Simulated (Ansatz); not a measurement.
`C[O][Mo]([F])(=[S])([Cl])[Cl]` + H₂O → `[OH][Mo]([F])(=[S])([Cl])[Cl]` + CH₃OH at 400 K and 1 bar (formal hydrolysis of a Mo–O bond).

Calculated with Ansatz (gas phase, PBE0-D4/def2-TZVP geometries, no zero-point term in ΔE). CCSD(T)/CBS is the MP2 limit (def2-TZVPP, def2-QZVPP) plus CCSD(T) − MP2 in def2-TZVPP, frozen cores. This one scheme is used for every species. def2 core potentials past Kr. For Mo outer-core shells are correlated without core-valence functions, which leaves a few kJ/mol of doubt a bond. Each species was taken in one conformer, which may not be the lowest.

```
                        species  CCSD(T)/CBS energy (Eh)  H − E (kJ/mol)  S (J/(mol·K))
`C[O][Mo]([F])(=[S])([Cl])[Cl]`              -1600.45810           172.8          473.5
                            H₂O                -76.37941            69.8          198.6
`[OH][Mo]([F])(=[S])([Cl])[Cl]`              -1561.20527            91.0          440.5
                          CH₃OH               -115.61712           151.2          252.6
```

H − E and S are ideal-gas, rigid-rotor, harmonic terms from PBE0-D4/def2-TZVP, for one conformer and one mirror image of each species. 1 Eh = 2625.50 kJ/mol, R = 8.31446 J/(mol·K).

Q: By hand: ΔE, ΔH, ΔS and ΔG.

A: ΔE = (-1561.20527) + (-115.61712) − (-1600.45810) − (-76.37941) = 0.01512 Eh = 39.7 kJ/mol. Δ(H − E) = 91.0 + 151.2 − 172.8 − 69.8 = -0.4, so ΔH = 39.3 kJ/mol. ΔS = 440.5 + 252.6 − 473.5 − 198.6 = 21.0 J/(mol·K). ΔG = 39.3 − 400 × (21.0)/1000 = 30.9 kJ/mol.

Q: By hand: the equilibrium constant, and the temperature at which ΔG would vanish if ΔH and ΔS stayed fixed.

A: log₁₀ K = −ΔG/(RT ln 10) = -4.0. ΔG = 0 at ΔH/ΔS = 1871 K.

ΔH outweighs TΔS. A doubt of 5 kJ/mol in ΔE shifts log₁₀ K by 0.7 here. Other conformers and mirror images would add mixing entropy, several J/(mol·K) or more a flexible species. Modes under 60 cm⁻¹, often nearly free rotors, make the harmonic entropy too high. These are equilibria of isolated gas molecules and say nothing of rates. Largest T1 diagnostic: 0.024 (customary marks: 0.02 for closed shells, 0.045 for open ones).
